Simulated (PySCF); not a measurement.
**Magnetisability: `CCC#C[C@@]1(F)C[C@@H]1[NH3+]`, [C7H11FN]+, charge +1**

Molfile (atoms numbered from 1):
```
C7H11FN
     RDKit          3D

 20 20  0  0  0  0  0  0  0  0999 V2000
    3.7454   -0.4142   -0.6963 C   0  0  0  0  0  0  0  0  0  0  0  0
    2.9079    0.5444    0.1535 C   0  0  0  0  0  0  0  0  0  0  0  0
    1.5005    0.3131   -0.0343 C   0  0  0  0  0  0  0  0  0  0  0  0
    0.3289    0.0810   -0.1766 C   0  0  0  0  0  0  0  0  0  0  0  0
   -1.0478   -0.1694   -0.4330 C   0  0  1  0  0  0  0  0  0  0  0  0
   -1.4493    0.0769   -1.7308 F   0  0  0  0  0  0  0  0  0  0  0  0
   -1.8543   -1.2348    0.2508 C   0  0  0  0  0  0  0  0  0  0  0  0
   -2.1518    0.2092    0.5433 C   0  0  2  0  0  0  0  0  0  0  0  0
   -3.3625    0.7826   -0.0814 N   0  0  0  0  0  0  0  0  0  0  0  0
    3.5410   -1.4461   -0.4232 H   0  0  0  0  0  0  0  0  0  0  0  0
    4.8009   -0.2144   -0.5362 H   0  0  0  0  0  0  0  0  0  0  0  0
    3.5226   -0.2841   -1.7521 H   0  0  0  0  0  0  0  0  0  0  0  0
    3.1434    0.4104    1.2126 H   0  0  0  0  0  0  0  0  0  0  0  0
    3.1301    1.5793   -0.1192 H   0  0  0  0  0  0  0  0  0  0  0  0
   -1.3739   -1.8206    1.0181 H   0  0  0  0  0  0  0  0  0  0  0  0
   -2.5524   -1.7924   -0.3558 H   0  0  0  0  0  0  0  0  0  0  0  0
   -1.9065    0.6278    1.5086 H   0  0  0  0  0  0  0  0  0  0  0  0
   -4.2267    0.3594    0.2838 H   0  0  0  0  0  0  0  0  0  0  0  0
   -3.4023    1.8009    0.0566 H   0  0  0  0  0  0  0  0  0  0  0  0
   -3.2986    0.6018   -1.1012 H   0  0  0  0  0  0  0  0  0  0  0  0
  1  2  1  0
  2  3  1  0
  3  4  3  0
  4  5  1  0
  5  6  1  6
  5  7  1  0
  7  8  1  0
  8  9  1  0
  8  5  1  0
  1 10  1  0
  1 11  1  0
  1 12  1  0
  2 13  1  0
  2 14  1  0
  7 15  1  0
  7 16  1  0
  8 17  1  1
  9 18  1  0
  9 19  1  0
  9 20  1  0
M  CHG  1   9   1
M  END
```

Computed, not measured: PySCF, GIAO B3LYP/pcSseg-1 magnetisability, rotational g tensor and spin-rotation constants, non-relativistic, gas phase. Geometry: GFN2-xTB.

For an ion the centre-of-mass motion in the field is neglected.

Problem. What are the magnetisability and the molar susceptibility?

Solution. Isotropic -1471 × 10⁻³⁰ J/T², or -88.6 × 10⁻⁶ cm³/mol; principal values -1604, -1421, -1387 × 10⁻³⁰ J/T², anisotropy 202 × 10⁻³⁰ J/T² (root of half the summed squared differences of the principal values). The susceptibility is in cgs units.

Problem. Split it along the inertial axes a, b, c into diamagnetic and paramagnetic parts about the centre of mass, with the quadrupole moment.

Solution. 
```
axis  χ (10⁻⁶ cm³/mol)  diamagnetic (10⁻⁶ cm³/mol)  paramagnetic (10⁻⁶ cm³/mol)  summed x² of all electrons (Å²)  quadrupole Θ (D Å)
   a             -93.4                      -385.4                        292.0                            418.5              +52.62
   b             -88.6                     -1954.0                       1865.4                             48.8              -30.06
   c             -83.7                     -1982.5                       1898.8                             42.1              -22.56
```
Anisotropies 2χaa − χbb − χcc = -14.4 and 2χbb − χaa − χcc = -0.1 × 10⁻⁶ cm³/mol. Θ is traceless in Buckingham's convention.

Problem. And the rotational g tensor?

Solution. 
```csv
axis,rotational constant (GHz),g,nuclear part,electronic part
a,4.2838,+0.0169,0.6046,-0.5877
b,0.6567,+0.0161,0.5917,-0.5755
c,0.6417,+0.0130,0.5853,-0.5724
```
Asymmetric top; isotopes 12C, 19F, 1H, 14N; no vibrational averaging.
